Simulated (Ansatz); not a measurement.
C$_{6}$H$_{18}$FN$_{3}$Sn (`C[N](C)[Sn]([F])([N](C)C)[N](C)C`), relaxed with RKS PBE-D4/def2-SVP in Ansatz 0.2.0 from a rough embedded geometry. The force threshold is 0.03 eV/Å; the program also tests the step.

The species carries charge 0 and has multiplicity 1. Sn: def2 effective core potential.

Start:

```xyz
29

C    -1.409    1.981    0.969
N    -1.682    0.603    1.171
C    -3.008    0.335    0.667
Sn   -0.311   -0.569    0.077
F    -0.894   -2.342   -0.048
N     1.545   -0.433    1.023
C     1.327   -0.548    2.456
C     2.343   -1.611    0.557
N    -0.209    0.304   -1.814
C     0.953    1.216   -1.885
C    -0.013   -0.777   -2.790
H    -0.372    2.217    1.380
H    -1.445    2.383   -0.024
H    -2.096    2.657    1.646
H    -3.117    0.554   -0.430
H    -3.260   -0.783    0.842
H    -3.781    0.865    1.263
H     0.776   -1.441    2.748
H     0.737    0.353    2.796
H     2.304   -0.460    3.010
H     2.510   -1.477   -0.547
H     3.347   -1.578    0.984
H     1.877   -2.563    0.795
H     1.051    1.691   -2.881
H     1.911    0.645   -1.696
H     0.851    2.038   -1.108
H     0.877   -1.378   -2.585
H    -0.903   -1.482   -2.737
H     0.092   -0.402   -3.837
```

```json
{"step": "1", "energy (eV)": "-19506.2309", "largest force (eV/Å)": "3.701", "largest move (Å)": "0.000"}
{"step": "2", "energy (eV)": "-19506.9515", "largest force (eV/Å)": "1.108", "largest move (Å)": "0.195"}
{"step": "3", "energy (eV)": "-19507.1158", "largest force (eV/Å)": "0.446", "largest move (Å)": "0.196"}
{"step": "4", "energy (eV)": "-19507.1803", "largest force (eV/Å)": "0.258", "largest move (Å)": "0.153"}
{"step": "5", "energy (eV)": "-19507.2287", "largest force (eV/Å)": "0.217", "largest move (Å)": "0.195"}
{"step": "6", "energy (eV)": "-19507.2504", "largest force (eV/Å)": "0.225", "largest move (Å)": "0.195"}
{"step": "7", "energy (eV)": "-19507.2617", "largest force (eV/Å)": "0.169", "largest move (Å)": "0.122"}
{"step": "8", "energy (eV)": "-19507.2693", "largest force (eV/Å)": "0.120", "largest move (Å)": "0.123"}
{"step": "9", "energy (eV)": "-19507.2719", "largest force (eV/Å)": "0.073", "largest move (Å)": "0.084"}
{"step": "10", "energy (eV)": "-19507.2731", "largest force (eV/Å)": "0.044", "largest move (Å)": "0.062"}
{"step": "11", "energy (eV)": "-19507.2739", "largest force (eV/Å)": "0.038", "largest move (Å)": "0.048"}
{"step": "12", "energy (eV)": "-19507.2744", "largest force (eV/Å)": "0.026", "largest move (Å)": "0.048"}
```

End:

```xyz
29

C    -1.282    2.022    1.325
N    -1.701    0.671    0.999
C    -3.108    0.543    0.657
Sn   -0.380   -0.513   -0.030
F    -1.432   -2.169   -0.293
N     1.251   -0.618    1.193
C     1.059   -0.768    2.623
C     2.487   -1.169    0.677
N     0.164   -0.064   -1.951
C     1.136    0.976   -2.209
C     0.041   -1.072   -2.985
H    -0.202    2.044    1.581
H    -1.457    2.766    0.505
H    -1.840    2.391    2.218
H    -3.430    1.204   -0.188
H    -3.339   -0.505    0.381
H    -3.740    0.809    1.537
H     1.121   -1.831    2.967
H     0.067   -0.372    2.920
H     1.837   -0.198    3.187
H     2.533   -1.058   -0.426
H     3.368   -0.630    1.102
H     2.625   -2.254    0.914
H     0.873    1.542   -3.135
H     2.181    0.593   -2.353
H     1.168    1.711   -1.377
H     1.006   -1.595   -3.211
H    -0.697   -1.841   -2.686
H    -0.311   -0.615   -3.942
```

It took 13 s on 11 threads of an AMD EPYC 7R13 on a shared host and a whole NVIDIA H100 80 GB, with 0.95 GiB of host memory at the peak.
